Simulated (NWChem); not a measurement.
System meant: MoH₂S₃O; SMILES [S]=[Mo](=[O])([SH])[SH]

NWChem input:

```
start job
memory heap 200 mb stack 900 mb global 1100 mb
geometry units angstroms noautoz
  Mo     0.030909     0.223204     0.000000
  O     -0.138235     1.879003     0.000000
  S      2.048932    -0.374159     0.000000
  S     -0.911334    -0.637419     1.942219
  H     -1.869437     0.320367     1.996879
  S     -0.911334    -0.637419    -1.942219
  H     -1.869437     0.320367    -1.996879
end
basis spherical
  * library def2-svp
end
dft
  xc b3lyp
  iterations 150
  mulliken
end
task dft energy
```

End of the output:

```
             Northwest Computational Chemistry Package (NWChem) 7.3.0
             --------------------------------------------------------

 CS  symmetry detected

                             Geometry "geometry" -> ""
                             -------------------------

 Output coordinates in angstroms (scale by  1.889725989 to convert to a.u.)

  No.       Tag          Charge          X              Y              Z
 ---- ---------------- ---------- -------------- -------------- --------------
    1 Mo                  42.0000     0.04824272     0.23355622     0.00000000
    2 O                    8.0000     0.00669750     1.89745346     0.00000000
    3 S                   16.0000     2.01445788    -0.51694848     0.00000000
    4 S                   16.0000    -0.95728200    -0.55220065    -1.94221900
    5 H                    1.0000    -1.83903818     0.47630380    -1.99687900
    6 S                   16.0000    -0.95728200    -0.55220065     1.94221900
    7 H                    1.0000    -1.83903818     0.47630380     1.99687900

 Effective nuclear repulsion energy (a.u.)     795.3670098352

      Symmetry information
      --------------------

 Group name             Cs
 Group number              2
 Group order               2
 No. of unique centers     5

                                 NWChem DFT Module
                                 -----------------

 Summary of "ao basis" -> "ao basis" (spherical)
 ------------------------------------------------------------------------------
       Tag                 Description            Shells   Functions and Types
 ---------------- ------------------------------  ------  ---------------------
 Mo                         def2-svp                11       31   5s3p2d1f
 O                          def2-svp                 6       14   3s2p1d
 S                          def2-svp                 8       18   4s3p1d
 H                          def2-svp                 3        5   2s1p

      Symmetry analysis of basis
      --------------------------

        a'         67
        a"         42

            General Information
            -------------------
          SCF calculation type: DFT
          Wavefunction type:  closed shell.
          No. of atoms     :     7
          No. of electrons :   100
           Alpha electrons :    50
            Beta electrons :    50
          Charge           :     0
          Spin multiplicity:     1
          Use of symmetry is: on ; symmetry adaption is: on
          Maximum number of iterations: 150
          AO basis - number of functions:   109
                     number of shells:    47
          Convergence on energy requested:  1.00D-06
          Convergence on density requested:  1.00D-05
          Convergence on gradient requested:  5.00D-04

              XC Information
              --------------
                         B3LYP Method XC Potential
                     Hartree-Fock (Exact) Exchange  0.200
                        Slater Exchange Functional  0.800 local
                    Becke 1988 Exchange Functional  0.720 non-local
              Lee-Yang-Parr Correlation Functional  0.810
                  VWN I RPA Correlation Functional  0.190 local

             Grid Information
             ----------------
          Grid used for XC integration:  medium
          Radial quadrature: Mura-Knowles
          Angular quadrature: Lebedev.
          Tag              B.-S. Rad. Rad. Pts. Rad. Cut. Ang. Pts.
          ---              ---------- --------- --------- ---------
          Mo                  1.45      123           9.0       590
          O                   0.60       49           9.0       434
          S                   1.00       88          11.0       590
          H                   0.35       45          11.0       434
          Grid pruning is: on
          Number of quadrature shells:   393
          Spatial weights used:  Erf1

      Superposition of Atomic Density Guess
      -------------------------------------

 Sum of atomic energies:       -2052.05850445

      Non-variational initial energy
      ------------------------------

 Total energy =   -2060.897507
 1-e energy   =   -4381.403609
 2-e energy   =    1525.139093
 HOMO         =      -1.144550
 LUMO         =      -1.055099

      Symmetry analysis of molecular orbitals - initial
      -------------------------------------------------

  Numbering of irreducible representations:

     1 a'          2 a"

  Orbital symmetries:

     1 a'          2 a'          3 a'          4 a"          5 a'
     6 a'          7 a"          8 a'          9 a'         10 a'
    11 a'         12 a"         13 a"         14 a'         15 a'
    16 a"         17 a'         18 a'         19 a"         20 a'
    21 a'         22 a"         23 a"         24 a'         25 a'
    26 a"         27 a'         28 a'         29 a'         30 a"
    31 a'         32 a'         33 a"         34 a"         35 a'
    36 a'         37 a"         38 a'         39 a'         40 a'
    41 a"         42 a'         43 a"         44 a'         45 a"
    46 a'         47 a'         48 a"         49 a'         50 a'
    51 a"         52 a'         53 a'         54 a"         55 a"
    56 a'         57 a'         58 a"         59 a'         60 a"

     ---------------------------------------------
      Total Density - Mulliken Population Analysis
     ---------------------------------------------

    Atom       Charge   Shell Charges
 -----------   ------   -------------------------------------------------------
    1 Mo  42    51.90   2.00  2.01  2.04  2.50 -0.37  6.05  8.76 -0.20 10.30  4.61 14.19
    2 O    8     9.89   1.99  1.35  0.69  4.31  1.42  0.13
    3 S   16    13.42   2.00  1.99  1.18  0.96  5.93  1.33 -0.33  0.36
    4 S   16    12.25   2.00  1.99  0.94  0.86  5.91  0.71 -0.28  0.11
    5 H    1     0.14   0.21 -0.08  0.00
    6 S   16    12.25   2.00  1.99  0.94  0.86  5.91  0.71 -0.28  0.11
    7 H    1     0.14   0.21 -0.08  0.00

[...]
```

Task: Can this run be used? If not, why, and what is the fix?

Result: The run ends normally but its numbers are meaningless: the def2 basis of a heavy element holds valence functions alone and wants its effective core potential (without it all electrons must fit into that basis). This input runs:
```
start job
memory heap 200 mb stack 900 mb global 1100 mb
geometry units angstroms noautoz
  Mo     0.030909     0.223204     0.000000
  O     -0.138235     1.879003     0.000000
  S      2.048932    -0.374159     0.000000
  S     -0.911334    -0.637419     1.942219
  H     -1.869437     0.320367     1.996879
  S     -0.911334    -0.637419    -1.942219
  H     -1.869437     0.320367    -1.996879
end
basis spherical
  Mo library def2-svp
  O library def2-svp
  S library def2-svp
  H library def2-svp
end
ecp
  Mo library def2-ecp
end
dft
  xc b3lyp
  iterations 150
  mulliken
end
task dft energy
```
It converges to -1338.99342 Ha (B3LYP/def2-SVP with def2 effective core potentials on Mo). The faulty run gave -2104.635 Ha, with all electrons squeezed into the valence basis.
